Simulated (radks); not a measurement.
Question: These are the eigenvalues of the occupied orbitals of an atom or ion with whole-number occupations (eV). Method: non-relativistic Kohn-Sham, LB94 model potential, spin-polarised, spherical densities, point nucleus; computed with a radial shooting solver on a logarithmic mesh with Libxc functionals.

orbital  eigenvalue
1s down   -79166.99
1s up     -79166.79
2s up     -14953.46
2s down   -14951.68
2p up     -14475.03
2p down   -14474.12
3s down   -4992.482
3s up     -4992.057
3p up     -4768.724
3p down   -4768.431
3d up     -4356.393
3d down   -4354.378
4s up     -2331.150
4s down   -2324.446
4p up     -2231.822
4p down   -2225.299
4d up     -2055.267

Which element is it, and in what charge state? The configuration may be excited. Open shells, if any, are filled with parallel spins first.

Answer: Z = 81, thallium, charge +42: Tl42+ in [Kr] 4d3. The list shows which subshells hold electrons but not how many an open one holds; the 1s level, -2909.3 hartree, gives Z - s = 76.3 by -(Z - s)^2/2, which with screening narrows Z to a few neighbours, and the depths of the outer levels then fix element, charge and occupations together.
